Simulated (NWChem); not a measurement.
System: C2H6OSi; SMILES C1CO[SiH2]1

The following NWChem deck was run.

```
start job
memory heap 200 mb stack 900 mb global 1100 mb
geometry units angstroms noautosym nocenter noautoz
  C      0.279450    -1.283585     0.000000
  C     -1.111450    -0.602904     0.000000
  Si    -0.081641     0.975778     0.000000
  O      1.174431    -0.157719     0.000000
  H      0.456125    -1.908923     0.892152
  H      0.456125    -1.908923    -0.892152
  H     -1.717539    -0.803285     0.894589
  H     -1.717539    -0.803285    -0.894589
  H     -0.121454     1.849509    -1.210981
  H     -0.121454     1.849509     1.210981
end
basis spherical
  * library 6-31g*
end
dft
  xc b3lyp
  iterations 150
end
property
  shielding 7 1 2 3 4 5 7 9
end
task dft property
```

The geometry was optimised at PBE0/def2-SVP.

GIAO values for the isolated, static molecule; σ is the absolute isotropic shielding, δ = σ(reference) − σ with the isolated reference molecule computed at the same levels (13C: tetramethylsilane, 1H: tetramethylsilane, 17O: water, 29Si: tetramethylsilane).

Atoms are numbered as in the input.

**Question.** What results follow from this input? (B3LYP/6-31G* (spherical d), GIAO.) Quantities: δ C1 (ppm); δ C2 (ppm); δ Si3 (ppm); δ O4 (ppm); δ H5 (ppm); δ H7 (ppm); δ H9 (ppm).

**Answer.** 
```yaml
"δ C1 (ppm)": 69.5
"δ C2 (ppm)": 16.8
"δ Si3 (ppm)": 34.1
"δ O4 (ppm)": 37.2
"δ H5 (ppm)": 4.81
"δ H7 (ppm)": 1.88
"δ H9 (ppm)": 6.01
```
